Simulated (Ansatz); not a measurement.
Basis-set series for C$_{2}$H$_{2}$OSe. Total charge 0; spin multiplicity 1. The bonds changed during the relaxation, so this is another structure than the one it started from. Geometry: relaxed with PBE0-D4/def2-TZVP. It is one conformer, not always the lowest.

```json
{"atom": "Se1", "x (Å)": "-0.9239", "y (Å)": "1.3186", "z (Å)": "0.4903"}
{"atom": "C2", "x (Å)": "-0.2306", "y (Å)": "-0.3043", "z (Å)": "0.4146"}
{"atom": "C3", "x (Å)": "0.7097", "y (Å)": "-0.6005", "z (Å)": "-0.6219"}
{"atom": "O4", "x (Å)": "0.4589", "y (Å)": "-1.0408", "z (Å)": "-1.7240"}
{"atom": "H5", "x (Å)": "-1.7735", "y (Å)": "1.1215", "z (Å)": "1.6907"}
{"atom": "H6", "x (Å)": "1.7593", "y (Å)": "-0.4945", "z (Å)": "-0.2496"}
```

```csv
functional,basis,functions,energy (Eh),HOMO (eV),LUMO (eV)
PBE0-D4,def2-SVP,84,-2553.20629,-6.85,-2.95
PBE0-D4,def2-TZVPP,169,-2553.67915,-7.02,-3.06
ωB97M-V,def2-SVP,84,-2553.47040,-9.06,-0.66
ωB97M-V,def2-TZVPP,169,-2553.94849,-9.28,-0.84
```

Question: Give the rows for def2-QZVPP. (An estimate is asked.)

Answer: Ansatz gave: 
```json
{"functional": "PBE0-D4", "basis": "def2-QZVPP", "functions": "320", "energy (Eh)": "-2553.73811", "HOMO (eV)": "-7.06", "LUMO (eV)": "-3.09"}
{"functional": "ωB97M-V", "basis": "def2-QZVPP", "functions": "320", "energy (Eh)": "-2554.00555", "HOMO (eV)": "-9.31", "LUMO (eV)": "-0.89"}
```

Scalar relativity is left out up to krypton.
